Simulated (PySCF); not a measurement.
A GIAO shielding run with PySCF 2.14.0 with density-fitted response routines (density fitting, non-relativistic, gas phase) on `O=C[Si@@H]1C[C@@H](C[SiH3])[SiH2]1`, C₄H₁₂OSi₃:

```
$ OMP_NUM_THREADS=1 python probes_run.py task.json out

{"job": {"kind": "nmr", "xc": "PBE0", "basis": "pcSseg-1"}, "charge": 0, "multiplicity": 1}
O      4.305896     1.597392    -0.486361
C      3.111289     1.468328    -0.377510
Si     2.245132    -0.221569    -0.169685
C      0.454523    -0.181490    -0.881031
C     -0.367486     0.097852     0.401607
C     -1.701288    -0.637803     0.442135
Si    -2.878051    -0.162656    -0.978413
Si     0.937756    -0.340296     1.765599
H      2.471251     2.378138    -0.340801
H      3.143702    -1.229749    -0.741199
H      0.241335     0.532448    -1.675645
H      0.193912    -1.165550    -1.271831
H     -0.578290     1.171560     0.450069
H     -1.516465    -1.714592     0.427071
H     -2.191498    -0.426164     1.395863
H     -2.370251    -0.650948    -2.262045
H     -2.996467     1.297350    -1.025127
H     -4.193869    -0.756609    -0.732283
H      0.981333     0.617001     2.877711
H      0.702388    -1.661964     2.358242
```

Hardware: 1 thread of an Intel Xeon Platinum 8488C, shared host. The job also computes population analyses, field gradients, ring-centre shieldings.

Task: How large is the calculation?

Result: 86 electrons, 217 basis functions and 1196 auxiliary functions.

Task: How long does it take, and how much memory does it need?

Result: 43 s of wall time, with 14 SCF cycles and 5 response iterations; peak memory 1.1 GiB. Times on a shared host scatter by some tens of per cent.
